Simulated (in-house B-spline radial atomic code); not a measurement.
**Pb: [Xe] 4f14 5d10 6s2 6p2**

All numbers are computed (Dirac-Kohn-Sham relativistic LDA, spherical fractional occupations; Fermi nucleus of rms radius 5.5012 fm) with a B-spline radial code for spherical atoms, not measured.

Screening seen three ways: the hydrogenic charge with the same mean radius, Z_r = [3n² - l(l+1)]/(2<r>), the one with the same energy, Z_e = n√(-2ε), and Slater's rules. Values are occupation-weighted means over j. An effective charge above Z reflects the relativistic contraction of the inner shells.

```json
{"shell": "1s", "electrons": "2", "ε (eV)": "-87274", "<r> (bohr)": "0.01613", "Z_r": "92.97", "Z_e": "80.09", "Slater": "81.70"}
{"shell": "2s", "electrons": "2", "ε (eV)": "-15616", "<r> (bohr)": "0.0672", "Z_r": "89.28", "Z_e": "67.76", "Slater": "77.85"}
{"shell": "2p", "electrons": "6", "ε (eV)": "-13575", "<r> (bohr)": "0.06101", "Z_r": "81.95", "Z_e": "63.17", "Slater": "77.85"}
{"shell": "3s", "electrons": "2", "ε (eV)": "-3750.3", "<r> (bohr)": "0.1746", "Z_r": "77.30", "Z_e": "49.81", "Slater": "70.75"}
{"shell": "3p", "electrons": "6", "ε (eV)": "-3153.9", "<r> (bohr)": "0.1757", "Z_r": "71.13", "Z_e": "45.68", "Slater": "70.75"}
{"shell": "3d", "electrons": "10", "ε (eV)": "-2474.1", "<r> (bohr)": "0.1602", "Z_r": "65.55", "Z_e": "40.46", "Slater": "60.85"}
{"shell": "4s", "electrons": "2", "ε (eV)": "-848.11", "<r> (bohr)": "0.3854", "Z_r": "62.27", "Z_e": "31.58", "Slater": "54.25"}
{"shell": "4p", "electrons": "6", "ε (eV)": "-649.57", "<r> (bohr)": "0.4094", "Z_r": "56.18", "Z_e": "27.64", "Slater": "54.25"}
{"shell": "4d", "electrons": "10", "ε (eV)": "-400.39", "<r> (bohr)": "0.4319", "Z_r": "48.63", "Z_e": "21.70", "Slater": "42.85"}
{"shell": "5s", "electrons": "2", "ε (eV)": "-143.13", "<r> (bohr)": "0.8557", "Z_r": "43.82", "Z_e": "16.22", "Slater": "24.35"}
{"shell": "4f", "electrons": "14", "ε (eV)": "-133.16", "<r> (bohr)": "0.4544", "Z_r": "39.61", "Z_e": "12.51", "Slater": "31.45"}
{"shell": "5p", "electrons": "6", "ε (eV)": "-87.112", "<r> (bohr)": "0.9751", "Z_r": "37.43", "Z_e": "12.65", "Slater": "24.35"}
{"shell": "5d", "electrons": "10", "ε (eV)": "-21.285", "<r> (bohr)": "1.309", "Z_r": "26.36", "Z_e": "6.25", "Slater": "10.85"}
{"shell": "6s", "electrons": "2", "ε (eV)": "-12.197", "<r> (bohr)": "2.315", "Z_r": "23.33", "Z_e": "5.68", "Slater": "5.65"}
{"shell": "6p", "electrons": "2", "ε (eV)": "-3.815", "<r> (bohr)": "3.335", "Z_r": "15.89", "Z_e": "3.18", "Slater": "5.65"}
```

The least bound orbital is 6p3/2 at -3.318 eV, and it is also the most diffuse (<r> = 3.5 bohr).

Spin-orbit splittings of the orbital energies (j = l + 1/2 above j = l - 1/2 when positive): 2p 2159 eV, 3p 482.1 eV, 3d 103.3 eV, 4p 118.3 eV, 4d 22.21 eV, 4f 5.03 eV, 5p 22.34 eV, 5d 2.592 eV, 6p 1.491 eV.

For the 1s electron the small component carries 9.7 % of the norm, the zero-frequency Breit interaction raises the level by 340 eV, self-energy by 220.7 eV, and vacuum polarisation lowers it by 47.04 eV.
